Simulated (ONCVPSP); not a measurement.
**Cutoff test, lanthanum, ONCV**

| Item | Value |
| --- | --- |
| Element | lanthanum (La) |
| Generator | ONCVPSP 4.0.1 |
| Type | optimised norm-conserving Vanderbilt (ONCV) |
| Functional | PBE |
| Relativity | scalar-relativistic |
| Frozen core | [Kr] 4d10 5s2 |
| Valence charge | 9 |
| Reference configuration | 5p6 5d1 6s1 6p1 |
| Partial waves | 6s: rc 3.60 bohr, ncon 4, nbas 9, qcut 1.5 1/bohr, 3 projectors, debl 1.4 Ha; 5p+6p: rc 2.65 bohr, ncon 4, nbas 8, qcut 4.4 1/bohr, 2 projectors; 5d: rc 2.55 bohr, ncon 4, nbas 7, qcut 3.2 1/bohr, 2 projectors, debl 3.1 Ha; f scattering state at 0.11 Ha: rc 3.15 bohr, ncon 4, nbas 7, qcut 4 1/bohr, 2 projectors, debl 3 Ha |
| Local potential | polynomial inside 2.50 bohr (lpopt 2, dvloc0 0 Ha) |
| Core correction | Teter function fitted to the true core (icmod 2), fcfact 0.7 |

In the f channel the program set the typed energies aside and used -0.200, 2.800 Ha.

Question: For each optimised wave give the share of its norm inside rc, the residual kinetic energy above qcut (Ha) and the cutoffs (Ha) for errors of 10, 1, 0.1 and 0.01 mHa per electron.

Answer:

```json
{"wave": "6s", "norm inside rc": "0.327", "residual KE": "2.6e-03", "10 mHa": "0.7", "1 mHa": "2.0", "0.1 mHa": "12.8", "0.01 mHa": "18.0"}
{"wave": "s projector 2", "norm inside rc": "0.208", "residual KE": "2.2e-01", "10 mHa": "4.2", "1 mHa": "18.0", "0.1 mHa": "22.5", "0.01 mHa": "25.7"}
{"wave": "s projector 3", "norm inside rc": "0.165", "residual KE": "7.7e-01", "10 mHa": "12.7", "1 mHa": "28.8", "0.1 mHa": "33.3", "0.01 mHa": "46.0"}
{"wave": "5p", "norm inside rc": "0.908", "residual KE": "5.9e-06", "10 mHa": "3.7", "1 mHa": "4.8", "0.1 mHa": "5.8", "0.01 mHa": "9.1"}
{"wave": "6p", "norm inside rc": "0.037", "residual KE": "4.2e-06", "10 mHa": "2.6", "1 mHa": "3.9", "0.1 mHa": "5.3", "0.01 mHa": "8.7"}
{"wave": "5d", "norm inside rc": "0.458", "residual KE": "2.3e-03", "10 mHa": "4.1", "1 mHa": "5.8", "0.1 mHa": "18.4", "0.01 mHa": "25.0"}
{"wave": "d projector 2", "norm inside rc": "0.160", "residual KE": "1.3e-01", "10 mHa": "6.6", "1 mHa": "7.9", "0.1 mHa": "17.3", "0.01 mHa": "26.2"}
{"wave": "f projector 1", "norm inside rc": "0.983", "residual KE": "1.9e-02", "10 mHa": "10.4", "1 mHa": "19.6", "0.1 mHa": "25.8", "0.01 mHa": "40.7"}
{"wave": "f projector 2", "norm inside rc": "0.228", "residual KE": "2.0e-01", "10 mHa": "25.2", "1 mHa": "30.1", "0.1 mHa": "42.0", "0.01 mHa": "65.5"}
```

The occupied waves need 5.8 Ha and 18 Ha for 1 and 0.1 mHa. The cutoffs count occupied waves only; projector 2 of the f channel, the hardest unoccupied one, needs 30 Ha at the loose tolerance. Note: no bound ghost flagged but for a GHOST(-) flag that falls on a real empty level of the atom; GHOST(+) flagged for s at 70.0 eV, f at 451.7 eV.
